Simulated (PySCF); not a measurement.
# Static response to an electric field

H₄O₂SeSi.
Geometry (PBE0-D3(BJ)/def2-SVP, Å), atoms numbered from 1 in this order:
```
atom  x, y, z in Å
O1    -0.7264    1.5678    0.2747
Si2   -0.1790    0.0201    0.4087
O3    -1.3070   -0.9909   -0.2611
Se4    1.7507   -0.3746   -0.7531
H5    -0.8375    1.9073   -0.6193
H6     0.0454   -0.1893    1.8588
H7    -1.0616   -1.9147   -0.3686
H8     2.5813    0.2621    0.2816
```

Level: wB97X-D/def2-SVPD (PySCF), static field, nuclei fixed, core orbitals frozen in the response. The polarisability tensor in these axes (au):

```
x   69.47 -2.14 -5.69
y   -2.14 59.17  1.11
z   -5.69  1.11 59.26
```

**Question.** Give the principal values, the mean and the anisotropy Δα = √{½[(α1 − α2)² + (α2 − α3)² + (α1 − α3)²]}.

**Answer.** Principal values 56.71, 58.74 and 72.44 au; mean 62.63 au = 9.28 Å³ = 10.33 × 10⁻⁴⁰ C²·m²/J; Δα = 14.82 au (24 % of the mean).

**Question.** What is the dipole moment, and where does it point?

**Answer.** (0.49, -0.73, -0.30) D, 0.92 D in size, pointing from the negative to the positive side. Measured along this direction, the outermost atoms are H5 and O1 at the negative end and Se4 at the positive end.

**Question.** Form Σ f/ω² (atomic units) for the 10 lowest TDDFT singlets, given as eV and f, and set it beside the mean polarisability, which is this sum over all singlets: 5.50, 0.0065; 6.34, 0.0767; 6.94, 0.0051; 7.12, 0.0065; 7.36, 0.0103; 7.56, 0.0059; 7.76, 0.0349; 7.86, 0.0827; 7.99, 0.0140; 8.22, 0.1367.

**Answer.** They add up to 5.04 au, 8.0 % of the 62.63 au; the largest single term is 1.50 au, from the state at 8.22 eV. Terms in order: 0.16, 1.41, 0.08, 0.09, 0.14, 0.08, 0.43, 0.99, 0.16, 1.50 au. Higher excitations give the rest. The strengths listed sum to 0.379.

**Question.** Along which axes do the principal values lie, and how far do the nuclei extend along each?

**Answer.** Largest value along (0.90, -0.18, -0.40), where the nuclei span 3.20 Å; middle along (0.19, 0.98, -0.01), 3.80 Å; least along (0.40, -0.07, 0.92), 2.76 Å. The strongest response doesn't lie along the longest of the three spans.

**Question.** What molar refraction does this α imply?

**Answer.** Lorentz–Lorenz: R = (4π/3)N_A α = 2.5225 cm³/(mol·Å³) × 9.28 Å³ = 23.4 cm³/mol, in the limit of long wavelengths.

Isolated species at its PBE0-D3(BJ)/def2-SVP geometry (one conformer only). The calculation is non-relativistic, for selenium too.
